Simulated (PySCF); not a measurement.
# Excited states of Ag⁺ (silver, charge +1)

Ground state [Kr] 4d10, ¹S. Computed with PySCF 2.14 in aug-cc-pVTZ-PP with ECP28MDF (6s6p5d3f2g, 88 functions), with a scalar-relativistic core potential. Vertical excitation energies in eV without spin-orbit coupling; excited terms of each kind are numbered among those the solver found.

| term | leading excitation | TDA-B3LYP | TD-B3LYP |
| --- | --- | --- | --- |
| 1 3D | 4d → s | 4.076 | 4.045 |
| 1 1D | 4d → s | 4.732 | 4.706 |
| 1 3P° | 4d → p | 9.192 | 9.170 |
| 1 3F° | 4d → p | 9.280 | 9.265 |
| 1 1F° | 4d → p | 9.503 | 9.503 |
| 1 1D° | 4d → p | 9.611 | 9.610 |
| 1 3D° | 4d → p | 9.611 | 9.610 |
| 1 1P° | 4d → p | 10.198 | 10.114 |
| 2 3D | 4d → s | 13.356 | 13.354 |
| 2 1D | 4d → s | 13.426 | 13.423 |

Where a singlet and its triplet coincide, the exchange integral that splits them vanishes by symmetry for a single excitation; correlation beyond this level separates them.

Oscillator strength of the first ¹S → ¹P° line: TDA-B3LYP 0.677, TD-B3LYP 0.574.

The spin-orbit splitting of the hole, absent here, rivals or exceeds the spacing of these terms, so the LS terms are model states.

The solver can miss terms. Rydberg members are limited by the diffuse functions of the basis.
